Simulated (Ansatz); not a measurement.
Compare A (`[SiH3]C1NCS1`) with its isomer B (`C[SiH2]NC=S`).

Program: Ansatz. Geometries: PBE0-D4/def2-TZVP. ΔE: electronic, gas phase. CBS: MP2 limit from def2 TZ/QZ plus the TZ coupled-cluster correction, frozen cores. DFT in def2-TZVPP. B3LYP here is the variant with VWN-RPA as its local correlation; programs differ in this. Each species was taken in one conformer, which may not be the lowest.

**Question.** Which isomer does CCSD(T)/CBS put lower? Give the gap. (Estimate.)

**Answer.** Ansatz gave: B, by 223.9 kJ/mol.

**Question.** Give E(B) − E(A) in kJ/mol with PBE-D4, CCSD(T)/def2-TZVPP, HF/def2-TZVPP, MP2/def2-TZVPP, ωB97M-V, B3LYP, PBE0-D4. (An estimate is asked.)

**Answer.** Ansatz gave: PBE-D4 -226.0, CCSD(T)/def2-TZVPP -223.0, HF/def2-TZVPP -238.2, MP2/def2-TZVPP -228.3, ωB97M-V -224.2, B3LYP -242.7, PBE0-D4 -220.5. None reverses the order clearly.

Largest T1 diagnostic: 0.016.

In def2-TZVPP, CCSD(T) changes the Hartree–Fock value by +15.1 kJ/mol (the triples alone add −1.9 kJ/mol) and MP2 by +9.9 kJ/mol. From PBE to PBE0 (25 % exact exchange), in def2-TZVPP and without D4, E(B) − E(A) moves by +6.0 kJ/mol.
